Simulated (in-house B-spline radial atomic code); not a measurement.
A fraction x of an electron is removed from 3d in Cs+, starting from [Kr] 4d10 5s2 5p6 and keeping the highest spin. Computed with a radial B-spline atomic code at the basis-set limit: scalar-relativistic (X2C) PBE, spin-polarised, spherical fractional occupations, Fermi nucleus of rms radius 4.8041 fm.

```csv
x,E(x) - E(0) (eV),3d down level (eV)
0,0.0000,-712.532
0.24,172.4442,-724.528
0.33,237.8557,-729.064
0.4,289.0141,-732.606
0.5,362.5286,-737.687
0.51,?,?
0.73,?,?
0.79,578.6091,-752.557
0.89,654.1233,-757.731
1,737.7878,-763.448
```

**Question.** What belongs in the row x = 0.51?

**Answer.** An energy change of 369.9080 eV; 3d down at -738.196 eV.

**Question.** What belongs in the row x = 0.73?

**Answer.** An energy change of 533.5485 eV; 3d down at -749.464 eV.

**Question.** Check Janak's theorem between x = 0.24 and 0.33.

**Answer.** The slope of the energy is 726.79 eV; the orbital levels give 726.80 eV (-ε of the emptying orbital, averaged over the two points).
